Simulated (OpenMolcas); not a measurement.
**CH5BFNO: a line through the functionals**

The species is CH5BFNO (10 atoms), meant as a singlet with charge 0. As SMILES, `COB(N)F`. Geometry: relaxed at PBE0-D4/def2-TZVP. This is one conformer, not always the lowest.

The vertical energy of the triplet above the singlet y, in eV, basis cc-pVDZ; a is the functional's share of exact exchange. Programs: OpenMolcas 26.06.

| functional | program | a | y (eV) |
| --- | --- | --- | --- |
| r2SCAN | OpenMolcas | 0 | 7.08 |
| revPBE | OpenMolcas | 0 | 6.91 |
| B3LYP | OpenMolcas | 0.2 | ? |
| PBE0 | OpenMolcas | 0.25 | 7.24 |
| BHLYP | OpenMolcas | 0.5 | 7.37 |

Question: Fit y = c + s·a to the known rows and predict B3LYP.

Answer: 
1. Means of the 4 rows: a = 0.1875, y = 7.150.
2. Σ(Δa)² = 0.17188, Σ(Δa·Δy) = 0.1325, so the slope is 0.1325/0.17188 = 0.77089.
3. Intercept: 7.150 − (0.77089) × 0.1875 = 7.005. The largest residual of the fit is 0.095.
4. B3LYP: 7.005 + (0.77089) × 0.2 = 7.16 eV.

The run gave 7.16 eV, so the prediction is off by 0.00 eV: they agree to the digits shown. The rows mix families of semi-local functionals, which the line can't see.
